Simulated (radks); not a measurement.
Q: Valence configurations of Pd II (all share [Kr]). Method: Dirac Kohn-Sham, LDA (Slater exchange, Perdew-Wang correlation), spin-unpolarised, spherical densities, finite nucleus; open shells fill j = l - 1/2 first; Fermi nuclear charge, rms radius 4.5318 fm; computed with a radial shooting solver on a logarithmic mesh with Libxc functionals. Order these by energy: 4d8.5 5s0.5; 4d7.5 5s1.5; 4d7.5 5s0.5 5p1; 4d8 5s1; 4d8 5p1; 4d7 5s2; 4d7 5p2; 4d6 5s1 5p2; 4d9; 4d6 5s2 5p1.

A: From the lowest, in eV above it: 4d9 0.000; 4d8.5 5s0.5 1.868; 4d8 5s1 4.195; 4d7.5 5s1.5 7.020; 4d8 5p1 9.397; 4d7 5s2 10.376; 4d7.5 5s0.5 5p1 12.434; 4d7 5p2 21.763; 4d6 5s2 5p1 24.862; 4d6 5s1 5p2 31.050. NIST lists [Kr] 4d9 as the ground configuration; this level of theory agrees among the configurations tried. The energies are those of spherical spin-averaged densities, not of single terms.
